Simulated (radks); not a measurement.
Neutral vanadium inside a hard spherical wall (all orbitals vanish at R), configuration held at [Ar] 3d3 4s2 and not refilled when levels cross. Calculated with a radial shooting solver on a logarithmic mesh with Libxc functionals: scalar-relativistic Kohn-Sham, r2SCAN, spin-polarised, spherical densities, finite nucleus; open shells are filled with parallel spins first; meta-GGA in the generalised Kohn-Sham scheme; Fermi nuclear charge, rms radius 3.6002 fm. Eigenvalues in eV for spin up, with the zero of energy where the potential of the charges vanishes at infinity; a dash marks a level that is unbound or too diffuse for the functional's potential to be trusted. A positive occupied level is held by the wall or, in an anion where self-interaction has pushed it up, behind a barrier. The pressure on the wall is -dE/dV.

| R (bohr) | E (hartree) | kinetic (hartree) | e(3s) | e(3p) | e(3d) | e(4s) | e(4p, empty) | e(5s, empty) | pressure (GPa) |
|---|---|---|---|---|---|---|---|---|---|
| free | -949.26415 | 958.086 | -74.094 | -46.779 | -6.246 | -5.186 | -1.368 | - | 0 |
| 15 | -949.26414 | 958.086 | -74.093 | -46.779 | -6.245 | -5.186 | -1.366 | 1.102 | < 0.0001 |
| 10 | -949.26345 | 958.093 | -74.035 | -46.721 | -6.189 | -5.141 | -1.272 | 3.100 | 0.0180 |
| 5 | -949.10566 | 958.800 | -70.837 | -43.556 | -3.225 | -1.744 | 3.862 | 24.561 | 16.6 |
| 4 | -948.76276 | 959.991 | -67.318 | -40.129 | 0.111 | 3.744 | 11.195 | 48.405 | 89.2 |
| 3.5 | -948.32692 | 961.401 | -64.187 | -37.095 | 3.264 | 10.044 | 19.095 | 71.787 | 234 |
| 2.5 | -945.18681 | 971.284 | -50.405 | -23.333 | 18.987 | 49.043 | 63.540 | 187.19 | 2600 |
| 2 | -938.91410 | 990.125 | -31.740 | -3.567 | 41.856 | 114.12 | 131.70 | 345.46 | 12400 |
| 1.5 | -917.00078 | 1048.282 | 20.470 | 52.119 | 100.67 | 299.44 | 314.50 | 740.57 | 85100 |
